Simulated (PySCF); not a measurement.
# Reading the logs of faulty runs: GeH5O2Si cation

Calculated results; nothing here was measured. They come from PySCF 2.14.0, an open-source quantum chemistry program, on an isolated molecule that a program drew, which may never have been made. The molecule is GeH5O2Si cation (charge +1, singlet), drawn as the SMILES string `O[SiH2][O][GeH2+]`.

Each row is a Hartree-Fock (HF) and frozen-core CCSD(T) single point in the cc-pV(D+d)Z basis, meant for a local HF minimum. Run 1 is clean. Each other run has one planted mistake out of seven kinds, and not every kind appears here: one electron removed, one electron added, multiplicity raised by two, geometry at a saddle point, minimal basis STO-3G, one bond length entered in bohr, all coordinates scaled. The reference is restricted for singlets and unrestricted otherwise, and also for a bond in bohr. Adding or removing an electron swaps singlet and doublet. Electrons count all cores. HOMO and LUMO are orbital energies over both spins, the gradient is its largest component, and the lowest frequency (negative if imaginary) is given only where the gradient is small. Bond lengths are over the 8 bonds as drawn. T1 is the CCSD diagnostic: over 0.02 (restricted) or 0.045 (unrestricted) a single reference is doubtful. Germanium has the cc-pVDZ-PP basis, with a core potential (ECP10MDF) in place of its 10 inner electrons, and its 3s, 3p and 3d shells are frozen in CCSD(T).

Geometry of the clean run:
```xyz
9
GeH5O2Si cation, angstrom
O    -0.8795    1.0748    0.1480
Si    0.4374    0.2890   -0.4189
O    -0.2128   -1.2867   -0.5356
Ge   -1.6911   -2.0298   -0.2281
H    -0.9026    2.0021    0.3426
H     0.8282    0.6841   -1.7710
H     1.5430    0.2187    0.5348
H    -1.7058   -3.5062   -0.5196
H    -2.8428   -1.2114    0.2914
```

```
run  electrons  basis functions  <S^2>  HOMO (eV)  LUMO (eV)  gradient (hartree/bohr)  lowest frequency (cm^-1)  mean bond (Å)  longest bond (Å)      T1  HF (hartree)  CCSD(T) (hartree)                     mistake
  1         66               99  0.000     -16.64      -5.04                  1.4e-05                        58         1.4885             1.709  0.0176    -734.78395         -735.37883                    no fault
  2         66               99  2.032     -12.79      -7.58                  1.6e-01                         -         1.4885             1.709  0.0516    -734.62519         -735.18426  multiplicity raised by two
  3         65               99  0.766     -23.06     -12.72                  1.0e-01                         -         1.4885             1.709  0.0758    -734.23167         -734.80084        one electron removed
  4         66               99  0.000     -16.22      -5.16                  6.8e-02                         -         1.6106             1.849  0.0229    -734.72850         -735.34498                           ?
  5         67               99  0.768      -6.41       2.75                  6.9e-02                         -         1.4885             1.709  0.0141    -734.99348         -735.59690                           ?
```

**Which mistake was planted in run 4, and what did it cost?**

The mean and the longest bond both change by the same factor, 1.082, and the gradient is no longer small. So the mistake is: all coordinates scaled. Subtracting run 1 and multiplying by 627.51 kcal/mol a hartree, the energy moved by 34.8 kcal/mol in HF and 21.2 kcal/mol in CCSD(T).

**Which mistake was planted in run 5, and what did it cost?**

It counts 67 electrons, one more than the clean run, at the same geometry and basis. So the mistake is: one electron added. Subtracting run 1 and multiplying by 627.51 kcal/mol a hartree, the energy moved by -131.5 kcal/mol in HF and -136.8 kcal/mol in CCSD(T).

Cautions from the logs. Run 2: T1 is over the limit, so its CCSD(T) energy is less reliable; run 3: T1 is over the limit, so its CCSD(T) energy is less reliable; run 4: T1 is over the limit, so its CCSD(T) energy is less reliable.
